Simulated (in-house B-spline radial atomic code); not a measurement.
How numerical settings move a run on the tin ion Sn²⁺, [Kr] 4d10 5s2. Computed with a B-spline radial code for spherical atoms: non-relativistic LDA VWN5, spin-polarised, spherical fractional occupations, point nucleus.

Command:
```bash
python run_scf.py task.json out
```
Settings of the sound reference run:
```
Z                50
electrons        48
configuration    [Kr] 4d10 5s2
hamiltonian      nr
method           lda,vwn
spin_polarised   True
knot_spacing     0.22
spline_order     8
gauss_points     12
box_radius       22.22
max_iterations   70
damping          0.5
damped_steps     3
diis_vectors     10
tolerance        1e-08
start            Thomas-Fermi
```

Run time, properties included: 0.23 s on 1 thread of Intel(R) Xeon(R) 6975P-C (shared host).

It converges in 9 iterations to -6019.167191 hartree, with 5s up at -25.4732 eV. The other runs change the listed settings, some to values that make no sense; their results aren't properties of the atom or ion. Radii are in bohr (the nuclear one in fm), a minus after a letter asks for a j subshell, and «unchanged» means within 1e-8 hartree. The run stops when the residual is below 10 × tolerance × max(1, Z/10), or a noise floor if that is larger, and the energy moves by less than 1e-8 × √|E| hartree; so very loose and very tight tolerances often act alike.

| changed settings | outcome |
| --- | --- |
| damping = 0.2 | converged in 10 iterations, energy unchanged, 5s up level -4.6e-06 eV |
| damping = 0 | converged in 11 iterations, energy unchanged |
| max_iterations = 8 | not converged after 8 iterations, last residual 2.9e-06, last energy +6.00e-10 hartree from the reference |
| max_iterations = 5 | not converged after 5 iterations, last residual 5.0e-03, last energy +2.98e-04 hartree from the reference |
| first_knot = 0.02, max_iterations = 8, tolerance = 0.001 | not converged after 8 iterations, last residual 3.0e-06, last energy -1.21e-07 hartree from the reference |
| max_iterations = 3 | not converged after 3 iterations, last residual 5.0e-02, last energy +8.94e-02 hartree from the reference |
| max_iterations = 12 | converged in 9 iterations, energy unchanged |
| spline_order = 5, box_radius = 6.67, max_iterations = 100 | converged in 9 iterations, energy +5.64e-04 hartree from the reference, 5s up level +2.0e-02 eV (the program warns: 5s up reaches the box edge; 4d up reaches the box edge) |
| gauss_points = 3, first_knot = 0.0002, max_iterations = 50, tolerance = 1e-10 | converged in 8 iterations, energy -3.88e+06 hartree from the reference, 5s up level -9.0e+01 eV |
| electrons = 51, configuration = [Kr] 4d10 5s2 6s3, max_iterations = 60 | stopped with error: shell 6s holds at most 1 electrons (per spin) |

Q: What happens with max_iterations = 2?

A: Not converged after 2 iterations, last residual 4.9e-01, last energy +6.78e+00 hartree from the reference.

Q: What happens with damping = 0.8?

A: Converged in 10 iterations, energy unchanged, 5s up level -5.4e-06 eV.

Q: What happens with start = bare nucleus?

A: Converged in 11 iterations, energy unchanged, 5s up level -4.1e-06 eV.

Q: What happens with max_iterations = 50, damped_steps = 0, tolerance = 1e-05?

A: Converged in 7 iterations, energy unchanged, 5s up level +4.5e-05 eV.
